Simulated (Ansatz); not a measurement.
Stretching the O3–H4 bond in BeH2O (SMILES [BeH][OH]) (multiplicity 1 held, fragments rigid). Energies count from the point at 0.952 Å.
Geometry at that point (charge 0, multiplicity 1):
```tsv
atom	x (Å)	y (Å)	z (Å)
Be	-0.7841	-0.3530	0.0298
H	-1.9953	-0.8949	0.0798
O	0.5111	0.1852	-0.0736
H	1.0425	0.8250	0.3897
```

Restricted levels (R-, RO-) in cc, def2 and unpolarised 6-31G sets keep to the state of the molecule at rest. Unrestricted levels (U-) break spin symmetry where that is lower. Active spaces are followed from a long bond inwards. Curves can end on different states.

Correlated levels freeze the cores.

Programs: Ansatz (Gaussian basis) for Hartree–Fock, density functionals and correlated methods. Each number belongs to the level named beside it.

One of these levels gives 4.773 eV for the energy at R = 3.046 Å. Name it.
(A) U-PBE/aug-cc-pVTZ
(B) R-MP2/aug-cc-pVTZ
(C) CASSCF(4,3)/aug-cc-pVTZ
(D) U-HF/aug-cc-pVTZ

C, CASSCF(4,3)/aug-cc-pVTZ. The others give 4.125 (U-HF/aug-cc-pVTZ), 5.675 (U-PBE/aug-cc-pVTZ), 6.719 (R-MP2/aug-cc-pVTZ)

Doubts at one or more of the structures used: a spin-contaminated determinant (U-HF/aug-cc-pVTZ, U-PBE/aug-cc-pVTZ); a restricted determinant that unrestricted orbitals would lower (R-MP2/aug-cc-pVTZ); active orbitals that take no part (CASSCF(4,3)/aug-cc-pVTZ).

Ansatz is a quantum-chemistry and plane-wave program.
